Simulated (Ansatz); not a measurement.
The lowest singlet and triplet of C2HN (SMILES [CH]C#N); geometries from B3LYP-D3(BJ)/def2-TZVP, each state relaxed from the structure named, with no frequency check, low spin by broken symmetry.
Singlet (charge 0, multiplicity 1):
```xyz
4

C     -1.179     0.210     0.291
C      0.085    -0.019    -0.018
N      1.215    -0.126    -0.361
H     -1.937    -0.265     0.889
```
Triplet (charge 0, multiplicity 3):
| atom | x (Å) | y (Å) | z (Å) |
|---|---|---|---|
| C | -1.1713 | -0.0593 | 0.3024 |
| C | 0.0825 | 0.0070 | -0.0151 |
| N | 1.2250 | 0.0353 | -0.3754 |
| H | -2.0427 | 0.0673 | 0.9043 |

A positive gap puts the triplet lower; no zero-point energy. R- takes a restricted singlet, here one determinant of a half-filled degenerate or near-degenerate pair, which mixes singlet states. The triplet is unrestricted in single-reference levels. Active spaces average the two states.

Cores are frozen in the correlated methods.

Programs: Ansatz (Gaussian basis) for Hartree–Fock, density functionals and correlated methods. Values without a source in brackets are computed.

R-PBE/def2-TZVPP gives 20.76 kcal/mol for the gap E(singlet) − E(triplet), adiabatic.

Task: Predict the shift from PBE, with its sign, for: R-r2SCAN/def2-TZVPP, R-B3LYP/def2-TZVPP, R-wB97M-V/def2-TZVPP, R-B2PLYP/def2-TZVPP, R-MP2/cc-pVQZ, R-CCSD(T)/cc-pVQZ, SC-NEVPT2 on SA-CASSCF(6,6)/cc-pVQZ, FIC-MRCISD+Q on SA-CASSCF(6,6)/cc-pVTZ.

Result: R-r2SCAN/def2-TZVPP 6.10; R-B3LYP/def2-TZVPP -0.78; R-wB97M-V/def2-TZVPP -2.53; R-B2PLYP/def2-TZVPP -3.74; R-MP2/cc-pVQZ -16.69; R-CCSD(T)/cc-pVQZ -3.30; SC-NEVPT2 on SA-CASSCF(6,6)/cc-pVQZ -3.49; FIC-MRCISD+Q on SA-CASSCF(6,6)/cc-pVTZ -3.38 kcal/mol. 1 of 8 lie above PBE; the widest gap is to R-MP2/cc-pVQZ.

Doubts at one or more of the structures used: a restricted determinant that unrestricted orbitals would lower (R-PBE/def2-TZVPP, R-r2SCAN/def2-TZVPP, R-B3LYP/def2-TZVPP, R-wB97M-V/def2-TZVPP, R-B2PLYP/def2-TZVPP, R-MP2/cc-pVQZ, R-CCSD(T)/cc-pVQZ); a spin-contaminated determinant (R-MP2/cc-pVQZ, R-CCSD(T)/cc-pVQZ).

Ansatz is a first-principles code.
